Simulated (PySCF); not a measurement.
PySCF input (BP86/6-31G* (5d)):

```python
from pyscf import gto, dft

mol = gto.M(
    atom='''
    C    -1.64281214    0.27827194    0.02193341
    C    -1.25803757   -1.14795589   -0.20674132
    C     0.26495727   -1.07834323   -0.42092713
    C     0.70659956    0.14050599    0.39810870
    C    -0.44134390    1.14476656    0.19080129
    N     1.99447967    0.66878352   -0.04479312
    H    -2.66210076    0.63590376    0.05160505
    H    -1.50072546   -1.77233893    0.66638670
    H    -1.78113393   -1.60636623   -1.05209945
    H     0.49143630   -0.88127229   -1.47177482
    H     0.78356478   -1.99372552   -0.13041011
    H     0.71096698   -0.14820615    1.46099237
    H    -0.53172524    1.86313293    1.01261986
    H    -0.22849314    1.73408207   -0.71476832
    H     2.25337628    1.48283679    0.50165166
    H     2.72729696   -0.01900308    0.09029911
    ''',
    basis='6-31g*',
    charge=0,
    spin=1,
    verbose=4,
)

mf = dft.UKS(mol, xc='bp86')
mf.grids.level = 3
mf.conv_tol = 1e-9
mf.max_cycle = 100
mf.max_memory = 1500
mf.kernel()
if not mf.converged:
    mf = mf.newton()
    mf.kernel(mf.make_rdm1())
mo, _, stable, _ = mf.stability(return_status=True)
if not stable:
    mf.kernel(mf.make_rdm1(mo, mf.mo_occ))
    stable = mf.stability(return_status=True)[2]
mf.dip_moment()
```

From the output:

```
  HOMO = -0.135465270452  LUMO = -0.0589651205708  gap/eV = 2.08168
cycle= 6 E= -251.220547834582  delta_E= -2.91e-05  |g|= 0.00136  |ddm|= 0.00955
  alpha nocc = 24  HOMO = -0.135487427856935  LUMO = 0.061213767530234
  beta  nocc = 23  HOMO = -0.18379388672087  LUMO = -0.0587751571691673
  HOMO = -0.135487427857  LUMO = -0.0587751571692  gap/eV = 2.08745
cycle= 7 E= -251.220548417817  delta_E= -5.83e-07  |g|= 0.000932  |ddm|= 0.00236
  alpha nocc = 24  HOMO = -0.135586203181325  LUMO = 0.0612079995895569
  beta  nocc = 23  HOMO = -0.183730473598103  LUMO = -0.0587864271565892
  HOMO = -0.135586203181  LUMO = -0.0587864271566  gap/eV = 2.08983
cycle= 8 E= -251.22054880094  delta_E= -3.83e-07  |g|= 0.000255  |ddm|= 0.00111
  alpha nocc = 24  HOMO = -0.13558260184776  LUMO = 0.0612191808959919
  beta  nocc = 23  HOMO = -0.183747027553222  LUMO = -0.0587700989170501
  HOMO = -0.135582601848  LUMO = -0.0587700989171  gap/eV = 2.09017
cycle= 9 E= -251.220548847261  delta_E= -4.63e-08  |g|= 6.64e-05  |ddm|= 0.000413
  alpha nocc = 24  HOMO = -0.1355729465848  LUMO = 0.0612184621772522
  beta  nocc = 23  HOMO = -0.183744996207276  LUMO = -0.0587619130479564
  HOMO = -0.135572946585  LUMO = -0.058761913048  gap/eV = 2.09013
cycle= 10 E= -251.220548849717  delta_E= -2.46e-09  |g|= 2.18e-05  |ddm|= 0.000136
  alpha nocc = 24  HOMO = -0.135573554812394  LUMO = 0.0612207000705873
  beta  nocc = 23  HOMO = -0.183740811870795  LUMO = -0.0587637949950737
  HOMO = -0.135573554812  LUMO = -0.0587637949951  gap/eV = 2.09010
cycle= 11 E= -251.220548849863  delta_E= -1.46e-10  |g|= 1.64e-05  |ddm|= 4.02e-05
  alpha nocc = 24  HOMO = -0.135573678399238  LUMO = 0.0612189104978511
  beta  nocc = 23  HOMO = -0.183745493266196  LUMO = -0.058764582290018
  HOMO = -0.135573678399  LUMO = -0.05876458229  gap/eV = 2.09008
Extra cycle  E= -251.220548849684  delta_E= 1.79e-10  |g|= 2.53e-05  |ddm|= 4.37e-05
converged SCF energy = -251.220548849684  <S^2> = 0.75339468  2S+1 = 2.0033918
uhf_internal: lowest eigs of H = [0.8740488  0.87801958 0.8897583 ]
<class 'pyscf.dft.uks.UKS'> wavefunction is stable in the internal stability analysis
Dipole moment(X, Y, Z, Debye):  0.47119, -0.27611,  1.19302
```

The geometry given is a B3LYP-D3(BJ)/def2-TZVP minimum.
